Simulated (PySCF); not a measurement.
**C7H9N: full NMR table**

- Formula: C7H9N
- SMILES: CCc1ccccn1
- Point group of the computed structure: C1
- Degrees of unsaturation: 4
- Carbon signals: 7
- Proton signals: 6

Structure with atom numbers: `[CH3:1][CH2:2][c:3]1[cH:4][cH:5][cH:6][cH:7][n:8]1`. Hydrogens are named by the atom that carries them.

Isolated molecule, one averaged value for each set of equivalent atoms, one conformer, no relativistic terms. GFN2-xTB structure; shielding tensors at PBE0/pcSseg-1 (GIAO); PySCF.

Scale: 1H (σref 31.72) and 13C (σref 186.93) against TMS; NH3 for 15N (σref 267.73) (reference shieldings calculated alike).

```tsv
carbon	δC, type	δH (multiplicity)	HMBC from (2–3 bonds)	span of the C tensor (ppm)
C1	20.3, CH3	1.28 (t)	H(C2)	32
C2	37.9, CH2	2.89 (q)	H(C4), H(C1)	42
C3	171.1, C	–	H(C7), H(C5), H(C4), H(C2), H(C1)	231
C4	126.7, CH	7.37 (d)	H(C5), H(C6), H(C2)	220
C5	142.2, CH	7.89 (m)	H(C7), H(C4), H(C6)	251
C6	125.4, CH	7.22 (m)	H(C7), H(C5), H(C4)	231
C7	155.5, CH	8.87 (d)	H(C5), H(C6)	223
```

Other nuclei:
```csv
atoms,nucleus,environment,δ (ppm),σ (ppm)
N8,15N,pyridine-type ring nitrogen,354.6,-86.8
```

Carbon types of the structure: 1 × C, 4 × CH, 1 × CH2, 1 × CH3, which accounts for all hydrogens. δC 171.1: substituted aromatic carbon next to a ring nitrogen. δC 155.5: aromatic CH next to a ring nitrogen; the adjacent pyridine-type nitrogen withdraws density from it. δC 142.2, 126.7, 125.4: aromatic CH. δC 37.9: sp3 CH2 on an aromatic ring; aliphatic region, no heteroatom directly attached. δH 8.87: hydrogen on an aromatic CH next to a ring nitrogen; ring current plus the neighbouring ring nitrogen.

Shifts are as computed. Against solution values, carbons near 30 ppm lie about +3 ppm off and those near 130 ppm about +5 ppm. Of 246 compounds with measured shifts, 49 miss one by over three times the rms of a fit or turn the order of signals round; such compounds aren't used in these exercises. Experimental scales use liquid or dissolved standards, which lie at an offset from isolated NH3 (liquid NH3: subtract about 20 ppm). Unscaled 15N shifts of sp2 nitrogen come out 20 to 40 ppm too high even then. No couplings were computed; multiplicities are counted from neighbouring protons, with m where these are inequivalent, close in shift, in a saturated or five-membered ring or joined by F or P, and br s for small geminal =CH2 splittings.
